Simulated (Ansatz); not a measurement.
## Molecular dynamics of CH$_{5}$Ga

Input:

```yaml
crystal:
  periodic: [false, false, false]
  atoms:
    - { symbol: Ga, position_ang: [0.4559, 0.019679, -0.679409] }
    - { symbol: H, position_ang: [0.287507, -0.02511, 1.191088] }
    - { symbol: H, position_ang: [1.532479, 0.004618, 0.466584] }
    - { symbol: C, position_ang: [-1.51542, 0.003972, -0.923821] }
    - { symbol: H, position_ang: [-1.928836, -0.917198, -0.469011] }
    - { symbol: H, position_ang: [-1.956789, 0.875734, -0.403486] }
    - { symbol: H, position_ang: [-1.757942, 0.038306, -2.001145] }
basis:
  gaussian: { orbitals: def2-SVP }
hamiltonian:
  xc: pbe
  dispersion: d4
md:
  timestep: 0.5
  n_steps: 200
  ensemble: nve
  temperature: 300.0
  initial_velocities: maxwell_boltzmann
  seed: 9408
```

Launched with:

```bash
$ ansatz run input.yaml --threads 1 --pin off --max-ram 2048MiB --backend cpu --events-out ev --progress --plain --runs-dir out
```

It starts at the highest image of a converged band, a first-order saddle point between two minima.

Output, in part (step lines, the closing report, with atoms numbered from 0):

```
md step     0: t =     0.00 fs  T =   300.0 K  F+E_penalty+E_count = -53476.47422509 eV  E_kin = 0.193890 eV  conserved = -53476.28033509 eV  (26 SCF iters)
md step     1: t =     0.50 fs  T =   292.4 K  F+E_penalty+E_count = -53476.46922359 eV  E_kin = 0.188975 eV  conserved = -53476.28024871 eV  (29 SCF iters)
md step     2: t =     1.00 fs  T =   271.9 K  F+E_penalty+E_count = -53476.45574205 eV  E_kin = 0.175725 eV  conserved = -53476.28001698 eV  (29 SCF iters)
md step     3: t =     1.50 fs  T =   243.9 K  F+E_penalty+E_count = -53476.43736401 eV  E_kin = 0.157650 eV  conserved = -53476.27971381 eV  (30 SCF iters)
md step     4: t =     2.00 fs  T =   215.6 K  F+E_penalty+E_count = -53476.41876696 eV  E_kin = 0.139321 eV  conserved = -53476.27944623 eV  (30 SCF iters)
md step     5: t =     2.50 fs  T =   193.1 K  F+E_penalty+E_count = -53476.40408319 eV  E_kin = 0.124775 eV  conserved = -53476.27930825 eV  (29 SCF iters)
md step     6: t =     3.00 fs  T =   179.7 K  F+E_penalty+E_count = -53476.39547095 eV  E_kin = 0.116137 eV  conserved = -53476.27933423 eV  (29 SCF iters)
md step     7: t =     3.50 fs  T =   175.0 K  F+E_penalty+E_count = -53476.39258317 eV  E_kin = 0.113098 eV  conserved = -53476.27948515 eV  (30 SCF iters)
[... lines left out ...]
Total energy: -53477.53518545 eV, -1965.2631696902 hartree
Atom 0 at     0.449631    -0.002916    -0.620484 Å, force    -1.520571     1.044350     1.252014 eV/Å
Atom 1 at     1.047390     0.598053     0.767305 Å, force    -0.659817     0.945730    -0.029806 eV/Å
Atom 2 at     1.591211    -0.941103    -0.490194 Å, force     1.103167    -1.692085    -1.279360 eV/Å
Atom 3 at    -1.533831     0.159347    -1.105875 Å, force     0.986764    -1.329773    -1.147624 eV/Å
Atom 4 at    -1.820455    -0.888176    -1.344417 Å, force     0.302593    -0.199460    -0.815674 eV/Å
Atom 5 at    -2.001806     0.123570    -0.137776 Å, force    -0.615642     1.276499     1.152883 eV/Å
Atom 6 at    -1.986920     0.795510    -1.917441 Å, force     0.403505    -0.045260     0.867568 eV/Å
Dipole moment:    -0.243824    -0.030457    -0.295849 e Å
```

The steps, from the saved trajectory:

```csv
time (fs),T (K),potential energy less start (eV),conserved less start (meV/atom)
0,300,0.000,0.00
3,180,0.079,0.14
6,162,0.090,0.09
9,265,0.023,0.14
12,602,-0.195,0.13
15,1194,-0.578,0.04
18,1761,-0.944,0.06
21,2271,-1.274,-0.03
24,2582,-1.475,0.02
27,2730,-1.571,-0.09
30,2482,-1.410,0.07
33,2370,-1.338,-0.01
36,2305,-1.296,0.02
39,2192,-1.223,0.01
42,2040,-1.124,0.09
45,2171,-1.210,-0.06
48,1977,-1.084,-0.09
51,1363,-0.687,0.09
54,998,-0.451,0.03
57,879,-0.373,0.17
60,1413,-0.719,0.05
63,2305,-1.296,0.00
66,3103,-1.813,-0.19
69,3044,-1.774,-0.11
72,2500,-1.421,0.07
75,2368,-1.337,0.02
78,2353,-1.328,-0.19
81,1574,-0.823,0.04
84,1084,-0.506,0.12
87,1237,-0.606,-0.05
90,1378,-0.697,0.03
93,1594,-0.836,0.01
96,1865,-1.012,-0.04
99,1968,-1.078,0.00
```

All steps were run. The conserved energy stayed within 0.19 meV per atom of its start (net change 0.16 meV per atom), so the integration is sound. The kinetic energy rose, since the run started high on the potential surface and went downhill. A run of 0.1 ps of so small a system gives no equilibrium averages. The orbitals stay closed-shell, which can raise the energy where a bond breaks towards radicals; this wasn't checked here.

Between its relaxed ends the band would form H2–H3 and break Ga1–H2, Ga1–H3. These pairs go: H2–H3 1.44 → 2.06 Å, Ga1–H2 1.88 → 1.63 Å, Ga1–H3 1.57 → 1.48 Å. In the last frame they stand as before the step (other bonds may differ from the relaxed reactants and products). It ends as one piece, CH5Ga. Pairs count as bonded within 1.25 times the sum of covalent radii (0.12 Å more for H–H).

Last frame:

```xyz
7
Properties=species:S:1:pos:R:3
Ga 0.450 -0.003 -0.621
H 1.047 0.598 0.767
H 1.591 -0.941 -0.490
C -1.534 0.159 -1.106
H -1.821 -0.888 -1.344
H -2.002 0.124 -0.138
H -1.987 0.795 -1.917
```

The run took 5.2 min on 1 thread of Arm Neoverse V1, on a shared host, peak memory 0.12 GiB.
